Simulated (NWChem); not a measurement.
Program: NWChem. System: H6GeSi, charge 1, spin multiplicity 2, at the geometry of a parent with another charge or spin, in a state set for the comparison that need not be this species' ground state. Its SCF solution wasn't tested for a lower state. Level: UMP2/def2-TZVPD, 14 core orbitals frozen.

Job file:

```
start mol
memory heap 200 mb stack 900 mb global 1100 mb
charge 1
geometry units angstroms nocenter noautoz
  Si     0.061718     1.604319     0.000000
  Ge    -0.029887    -0.777016     0.000000
  H      0.782675     2.091382     1.215412
  H      0.782675     2.091382    -1.215412
  H     -1.320933     2.172216     0.000000
  H     -0.771566    -1.289203     1.249499
  H     -0.771566    -1.289203    -1.249499
  H      1.391031    -1.372530     0.000000
  symmetry group Cs
end
basis spherical
  * library def2-tzvpd
end
scf
  uhf
  nopen 1
  maxiter 100
  thresh 1e-7
  semidirect memsize 60000000 filesize 0
  # guess.movecs holds the orbitals of an unrestricted PBE0 run
  vectors input guess.movecs output mol.movecs
end
mp2
  freeze core 14
end
task mp2 energy
```

Part of the output:

```
             Northwest Computational Chemistry Package (NWChem) 7.3.0
             --------------------------------------------------------

                                NWChem Input Module
                                -------------------

 Scaling coordinates for geometry "geometry" by  1.889725989
 (inverse scale =  0.529177249)

 Turning off AUTOSYM since
 SYMMETRY directive was detected!

                             Geometry "geometry" -> ""
                             -------------------------

 Output coordinates in angstroms (scale by  1.889725989 to convert to a.u.)

  No.       Tag          Charge          X              Y              Z
 ---- ---------------- ---------- -------------- -------------- --------------
    1 Si                  14.0000     0.06171800     1.60431900     0.00000000
    2 Ge                  32.0000    -0.02988700    -0.77701600     0.00000000
    3 H                    1.0000     0.78267500     2.09138200     1.21541200
    4 H                    1.0000     0.78267500     2.09138200    -1.21541200
    5 H                    1.0000    -1.32093300     2.17221600     0.00000000
    6 H                    1.0000    -0.77156600    -1.28920300     1.24949900
    7 H                    1.0000    -0.77156600    -1.28920300    -1.24949900
    8 H                    1.0000     1.39103100    -1.37253000     0.00000000

 Effective nuclear repulsion energy (a.u.)     172.4169138733

            Nuclear Dipole moment (a.u.)
            ----------------------------
        X                 Y               Z
 ---------------- ---------------- ----------------
    -0.0000302356    -0.0000037795     0.0000000000

      Symmetry information
      --------------------

 Group name             Cs
 Group number              2
 Group order               2
 No. of unique centers     6

      Symmetry unique atoms

     1    2    3    5    6    8


 Summary of "ao basis" -> "" (spherical)
 ------------------------------------------------------------------------------
       Tag                 Description            Shells   Functions and Types
 ---------------- ------------------------------  ------  ---------------------
 *                         def2-tzvpd                 on all atoms

 Summary of "ao basis" -> "ao basis" (spherical)
 ------------------------------------------------------------------------------
       Tag                 Description            Shells   Functions and Types
 ---------------- ------------------------------  ------  ---------------------
 Si                        def2-tzvpd               15       43   6s5p3d1f
 Ge                        def2-tzvpd               18       54   7s5p5d1f
 H                         def2-tzvpd                5        9   3s2p

                                 NWChem SCF Module
                                 -----------------

  ao basis        = "ao basis"
  functions       =   151
  atoms           =     8
  alpha electrons =    26
  beta  electrons =    25
  charge          =   1.00
  wavefunction    = UHF
  use symmetry    = T
  symmetry adapt  = T

 Summary of "ao basis" -> "ao basis" (spherical)
 ------------------------------------------------------------------------------
       Tag                 Description            Shells   Functions and Types
 ---------------- ------------------------------  ------  ---------------------
 Si                        def2-tzvpd               15       43   6s5p3d1f
 Ge                        def2-tzvpd               18       54   7s5p5d1f
 H                         def2-tzvpd                5        9   3s2p

      Symmetry analysis of basis
      --------------------------

        a'         97
        a"         54

 Forming initial guess at       0.2s

   Symmetry analysis of molecular orbitals - initial alpha
   -------------------------------------------------------

  Numbering of irreducible representations:

     1 a'          2 a"

  Orbital symmetries:

     1 a'          2 a'          3 a'          4 a'          5 a'
     6 a"          7 a'          8 a'          9 a'         10 a'
    11 a"         12 a'         13 a'         14 a"         15 a'
    16 a'         17 a"         18 a"         19 a'         20 a'
    21 a'         22 a'         23 a"         24 a'         25 a'
    26 a"         27 a'         28 a"         29 a'         30 a'
    31 a"         32 a'         33 a'         34 a'         35 a"
    36 a'

   Symmetry analysis of molecular orbitals - initial beta
   ------------------------------------------------------

  Numbering of irreducible representations:

     1 a'          2 a"

  Orbital symmetries:

     1 a'          2 a'          3 a'          4 a'          5 a'
     6 a"          7 a'          8 a'          9 a'         10 a'
    11 a"         12 a'         13 a'         14 a"         15 a'
    16 a'         17 a"         18 a"         19 a'         20 a'
    21 a'         22 a'         23 a"         24 a'         25 a"
    26 a'         27 a"         28 a'         29 a'         30 a'
    31 a"         32 a'         33 a'         34 a'         35 a'
    36 a"

 Starting SCF solution at       0.2s

 ----------------------------------------------
         Quadratically convergent UHF

 Convergence threshold     :          1.000E-07
 Maximum no. of iterations :          100
 Integral*density screening:          1.000E-09
 ----------------------------------------------

              iter       energy          gnorm     gmax       time
             ----- ------------------- --------- --------- --------
                 1    -2367.4076883549  7.53D-01  2.54D-01      6.7
[...]
              MO Center=  1.3D-02,  3.4D-01,  2.8D-13, r^2= 3.3D+00
   Bfn.  Coefficient  Atom+Function         Bfn.  Coefficient  Atom+Function
  ----- ------------  ---------------      ----- ------------  ---------------
    61     -0.300248  2 Ge py                17      0.289968  1 Si py
    64     -0.289956  2 Ge py                 5     -0.155803  1 Si s

 Vector   27  Occ=0.000000D+00  E=-8.294346D-02  Symmetry=a'
              MO Center=  1.0D-02,  2.6D-01,  1.5D-12, r^2= 1.0D+01
   Bfn.  Coefficient  Atom+Function         Bfn.  Coefficient  Atom+Function
  ----- ------------  ---------------      ----- ------------  ---------------
    50      1.235546  2 Ge s                  6      0.827408  1 Si s
   127     -0.482013  6 H  s                136     -0.482013  7 H  s
   145     -0.481987  8 H  s                 49      0.432277  2 Ge s
   100     -0.358543  3 H  s                109     -0.358543  4 H  s
   118     -0.358474  5 H  s                 48     -0.305238  2 Ge s

 Vector   28  Occ=0.000000D+00  E=-7.311423D-02  Symmetry=a'
              MO Center=  3.7D-02,  9.7D-01, -2.7D-13, r^2= 1.4D+01
   Bfn.  Coefficient  Atom+Function         Bfn.  Coefficient  Atom+Function
  ----- ------------  ---------------      ----- ------------  ---------------
     6      2.638983  1 Si s                 50     -2.513785  2 Ge s
    20     -1.513542  1 Si py                64     -0.997994  2 Ge py
     5     -0.551546  1 Si s                 36     -0.361720  1 Si d  2
     4     -0.296387  1 Si s                 49      0.296780  2 Ge s
    48      0.273614  2 Ge s                 85      0.225824  2 Ge d  2

 center of mass
 --------------
 x =  -0.00682018 y =  -0.17736849 z =   0.00000000

 moments of inertia (a.u.)
 ------------------
         502.208183384757         -17.636084645551           0.000000000000
         -17.636084645551          44.420500754386           0.000000000000
           0.000000000000           0.000000000000         502.886715376607

  Mulliken analysis of the total density
  --------------------------------------

    Atom       Charge   Shell Charges
 -----------   ------   -------------------------------------------------------
    1 Si  14    13.91   2.00  0.59  1.39  0.87  0.78 -0.04  4.12  1.73  0.52  1.47  0.24  0.11  0.15 -0.03  0.02
    2 Ge  32    32.05   2.00  2.00  1.16  0.79  0.80  0.88 -0.04  5.98  4.44  1.56  1.41  0.87  8.91  1.11  0.05  0.12 -0.01  0.02
    3 H    1     0.88   0.23  0.53  0.13  0.01 -0.01
    4 H    1     0.88   0.23  0.53  0.13  0.01 -0.01
    5 H    1     0.88   0.23  0.53  0.13  0.01 -0.01
    6 H    1     0.79   0.22  0.53  0.06  0.01 -0.03
    7 H    1     0.79   0.22  0.53  0.06  0.01 -0.03
    8 H    1     0.79   0.22  0.53  0.06  0.01 -0.03

  Mulliken analysis of the alpha density
  --------------------------------------

    Atom       Charge   Shell Charges
 -----------   ------   -------------------------------------------------------
    1 Si  14     7.21   1.00  0.29  0.69  0.44  0.40 -0.01  2.07  0.86  0.29  0.87  0.16  0.06  0.09 -0.02  0.01
    2 Ge  32    16.16   1.00  1.00  0.58  0.40  0.40  0.45 -0.03  2.99  2.22  0.78  0.83  0.44  4.45  0.55  0.04  0.06 -0.01  0.01
    3 H    1     0.46   0.12  0.28  0.07  0.01 -0.01
    4 H    1     0.46   0.12  0.28  0.07  0.01 -0.01
    5 H    1     0.46   0.12  0.28  0.07  0.01 -0.01
    6 H    1     0.41   0.11  0.28  0.03  0.01 -0.02
    7 H    1     0.41   0.11  0.28  0.03  0.01 -0.02
    8 H    1     0.41   0.11  0.28  0.03  0.01 -0.02

   Mulliken analysis of the beta density
   -------------------------------------

    Atom       Charge   Shell Charges
 -----------   ------   -------------------------------------------------------
    1 Si  14     6.70   1.00  0.29  0.69  0.43  0.38 -0.02  2.05  0.87  0.23  0.59  0.09  0.04  0.06 -0.02  0.01
    2 Ge  32    15.89   1.00  1.00  0.58  0.40  0.40  0.43 -0.01  2.99  2.21  0.79  0.59  0.44  4.46  0.55  0.01  0.06 -0.00  0.01
    3 H    1     0.42   0.11  0.25  0.06  0.01 -0.01
    4 H    1     0.42   0.11  0.25  0.06  0.01 -0.01
    5 H    1     0.42   0.11  0.25  0.06  0.01 -0.01
    6 H    1     0.38   0.10  0.25  0.03  0.00 -0.01
    7 H    1     0.38   0.10  0.25  0.03  0.00 -0.01
    8 H    1     0.38   0.10  0.25  0.03  0.00 -0.01

   Mulliken analysis of the spin density
   -------------------------------------

    Atom       Charge   Shell Charges
 -----------   ------   -------------------------------------------------------
    1 Si  14     0.51   0.00  0.00 -0.00  0.00  0.03  0.01  0.01 -0.01  0.05  0.28  0.07  0.02  0.04  0.00  0.00
    2 Ge  32     0.26  -0.00 -0.00  0.00 -0.00  0.00  0.02 -0.02  0.00  0.01 -0.01  0.24 -0.00 -0.00 -0.00  0.03 -0.00 -0.00  0.00
    3 H    1     0.04   0.01  0.02  0.01  0.00 -0.00
    4 H    1     0.04   0.01  0.02  0.01  0.00 -0.00
    5 H    1     0.04   0.01  0.02  0.01  0.00 -0.00
    6 H    1     0.03   0.01  0.03  0.00  0.00 -0.01
    7 H    1     0.03   0.01  0.03  0.00  0.00 -0.01
    8 H    1     0.03   0.01  0.03  0.00  0.00 -0.01

       Multipole analysis of the density wrt the origin
       ------------------------------------------------

     L   x y z        total         alpha         beta         nuclear
     -   - - -        -----         -----         ----         -------
     0   0 0 0      1.000000    -26.000000    -25.000000     52.000000

     1   1 0 0      0.026781     -0.000048      0.026859     -0.000030
     1   0 1 0      0.695607     -0.002203      0.697815     -0.000004
     1   0 0 1     -0.000000     -0.000000     -0.000000      0.000000

     2   2 0 0    -22.515698    -23.000060    -21.575998     22.060360
     2   1 1 0      0.310355     -4.632104     -4.391991      9.334449
     2   1 0 1      0.000000      0.000000      0.000000      0.000000
     2   0 2 0    -14.461082   -143.235788   -135.584339    264.359045
     2   0 1 1      0.000000      0.000000      0.000000      0.000000
     2   0 0 2    -22.527644    -22.821862    -21.406955     21.701173

                   NWChem MP2 Semi-direct Energy/Gradient Module
                   ---------------------------------------------

  Basis functions       =    151
  Molecular orbitals    =    151
  Frozen core           =     14
  Frozen virtuals       =      0
  Active alpha occupied =     12
  Active beta occupied  =     11
  Active alpha virtual  =    125
  Active beta virtual   =    126
  Use MO symmetry       = T
  Use skeleton AO sym   = T

  AO/Fock/Back tols     =   1.0D-09  1.0D-09  1.0D-09

 GA uses MA = F    GA memory limited = T

 Available:
  local mem=  1.26D+08
 global mem=  1.44D+08
 local disk=  0.00D+00
  mp2_memr nvloc                   125
  nvloc new                   125
   1 passes of  12:        5242880                     121484                  57097825.
   1 passes of  12: M    126142453           G      144133598           F     120899573.

 Semi-direct pass number   1 of   1  for UHF alpha       at       18.8s
  vrange nnbf                 11188
  mp2_eaftype                   217  avail_ma_in_mb                  1099
 EAF : mp2_eaftype filesize         217   28548913.
  mp2_eaf for mointskh                    217
Node 0 wrote    134.3 Mb in      0.2 s     Agg I/O rate:   550.9 Mb/s
 Done moints_semi at       40.7s
  mp2_eaftype                   217  avail_ma_in_mb                   882
 EAF : mp2_eaftype filesize         217   28548913.
  mp2_eaf for kh                   217
 Done maket at       41.5s
 Done multipass loop at       41.5s

 GA uses MA = F    GA memory limited = T

 Available:
  local mem=  1.26D+08
 global mem=  1.44D+08
 local disk=  0.00D+00
  mp2_memr nvloc                   126
  nvloc new                   126
   1 passes of  11:        5242880                     115786                  52761356.
   1 passes of  11: M    126142453           G      144133598           F     120899573.

 Semi-direct pass number   1 of   1  for UHF beta        at       41.6s
  vrange nnbf                 11188
  mp2_eaftype                   201  avail_ma_in_mb                  1099
 EAF : mp2_eaftype filesize         201   26380678.
  mp2_eaf for mointskh                    201
Node 0 wrote    124.1 Mb in      0.2 s     Agg I/O rate:   578.0 Mb/s
 Done moints_semi at       63.1s
  mp2_eaftype                   201  avail_ma_in_mb                   898
 EAF : mp2_eaftype filesize         201   26380678.
  mp2_eaf for kh                   201
 Done maket at       63.8s
 Done multipass loop at       63.8s

          -------------------------------------------
          SCF energy               -2367.435597898781
          Correlation energy          -0.357233539350
          Singlet pairs                0.000000000000
          Triplet pairs                0.000000000000
          Total MP2 energy         -2367.792831438131
          -------------------------------------------

          ---------------------------------------------------
                    Spin Component Scaled (SCS) MP2
          Same spin pairs                     -0.079542188245
          Same spin scaling factor             0.333333333333
          Opposite spin pairs                 -0.277691351105
          Opposite spin scaling fact.          1.200000000000
          SCS-MP2 correlation energy          -0.359743684075
          Total SCS-MP2 energy             -2367.795341582856
          ---------------------------------------------------

 -----------------------
 Performance information
 -----------------------

 Timer overhead =  1.37D-07 seconds/call

               Nr. of calls         CPU time (s)                 Wall time (s)                GFlops
             ---------------    -------------------     ------------------------------   -------------------
Name         Min   Avg   Max    Min     Avg     Max     Min     Avg     Max   Mx/calls   Min     Max     Sum
mp2: moin     2     2     2    43.     43.     43.      43.     43.     43.     22.      0.0     0.0     0.0
mp2: make     2     2     2    1.5     1.5     1.5      1.5     1.5     1.5    0.73      0.0     0.0     0.0
mp2: tota     1     1     1    45.     45.     45.      45.     45.     45.     45.      0.0     0.0     0.0

 The average no. of pstat calls per process was 5.00D+00
 with a timing overhead of 6.83D-07s

 Task  times  cpu:       63.7s     wall:       63.7s

 Total times  cpu:       63.8s     wall:       63.8s
```
